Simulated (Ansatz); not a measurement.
Reactions of CH5BBrN, SMILES `CB(N)Br`.

Gas-phase electronic energies from Ansatz, PBE0-D4/def2-TZVP geometries. CBS: MP2 limit from def2 TZ/QZ plus the TZ coupled-cluster correction, frozen cores. This one scheme is used for every species. For Br outer-core shells are correlated without core-valence functions, which leaves a few kJ/mol of doubt a bond. Scalar relativity is left out up to krypton. One conformer a species, not always the lowest.

(1) Order these by ΔE at CCSD(T)/CBS, lowest first. (Estimate.)
A. `CB(N)Br` + `OB(F)[SiH2][SiH3]` → `CB(N)[SiH2][SiH3]` + `OB(F)Br`
B. `CB(N)Br` + H₂ → `CBN` + HBr
C. `CB(N)Br` + H–F → `CB(N)F` + HBr
D. `CB(N)Br` + CH₃OH → `COB(N)Br` + CH₄
E. `CB(N)Br` + CH₃NH₂ → `CNB(C)N` + HBr
F. `CB(N)Br` + H₂ → `NBBr` + CH₄
G. `CB(N)Br` + CH₃SH → `CSB(C)N` + HBr

Largest T1 diagnostic: 0.014, for `OB(F)[SiH2][SiH3]`.

Answers

(1) D (-27.3 kcal/mol), C (-11.1 kcal/mol), F (-4.7 kcal/mol), E (-0.3 kcal/mol), A (+2.7 kcal/mol), G (+5.4 kcal/mol), B (+16.3 kcal/mol).
